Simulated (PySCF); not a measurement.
Isomers of C8H10, mass 106.078 u with the commonest isotopes. The calculation used PySCF, PBE0-D3(BJ)/def2-SVP geometry optimisation, gas phase. One conformer each, none proved a minimum here; rigid rotors.

Task: Order these by rotational constant B, largest first.
A. `[CH2:1]=[CH:2]/[CH:3]=[CH:4]/[CH:5]=[CH:6]/[CH:7]=[CH2:8]` with C1–C2–C3–C4 180°, C3–C4–C5–C6 180°, C5–C6–C7–C8 180°
B. `[C@@H]12C(C)=C[C@H](C2)C=C1`
C. `[CH2:1]=[C:2]1[CH2:3][CH:4]([C:5]#[C:6][CH3:7])[CH2:8]1` with C1–C2–C3–C4 158°, C2–C3–C4–C5 138°, C3–C4–C8–C2 -15°, C1–C2–C8–C4 -158°
D. `Cc1ccccc1C` (o-xylene)

Result: D (2150 MHz), B (2043 MHz), C (844.6 MHz), A (569.9 MHz).

Task: Order these by dipole moment, largest first.
A. o-xylene, `Cc1ccccc1C`
B. `[CH2:1]=[CH:2]/[CH:3]=[CH:4]/[CH:5]=[CH:6]/[CH:7]=[CH2:8]` with C1–C2–C3–C4 180°, C3–C4–C5–C6 180°, C5–C6–C7–C8 180°
C. `CC1=C[C@H]2C=C[C@@H]1C2`

Result: A (0.71 D), C (0.39 D), B (0.00 D).

Task: Order these by radius of gyration √(Σ m r²/M), smallest first.
A. `[CH2:1]=[C:2]1[CH2:3][CH:4]([C:5]#[C:6][CH3:7])[CH2:8]1` with C1–C2–C3–C4 158°, C2–C3–C4–C5 138°, C3–C4–C8–C2 -15°, C1–C2–C8–C4 -158°
B. `Cc1ccccc1C` (o-xylene)
C. `[CH2:1]=[CH:2]/[CH:3]=[CH:4]/[CH:5]=[CH:6]/[CH:7]=[CH2:8]` with C1–C2–C3–C4 180°, C3–C4–C5–C6 180°, C5–C6–C7–C8 180°
D. `CC1=C[C@H]2C=C[C@@H]1C2`

Result: D (1.749 Å), B (1.919 Å), A (2.460 Å), C (2.933 Å).

```
                 SMILES  point group  Ia (u·Å²)  Ib (u·Å²)  Ic (u·Å²)      κ  μa (D)  μb (D)  μc (D)
             Cc1ccccc1C          C2v     158.86     235.03     387.60  -0.10    0.71    0.00    0.00
CC1=C[C@H]2C=C[C@@H]1C2           C1     131.92     247.41     269.95  -0.83    0.35    0.16    0.03
        C=C/C=C/C=C/C=C          C2h      25.89     886.83     912.72  -1.00    0.00    0.00    0.00
         C=C1CC(C#CC)C1            –      61.36     598.39     623.97  -0.99    0.66    0.00    0.07
```
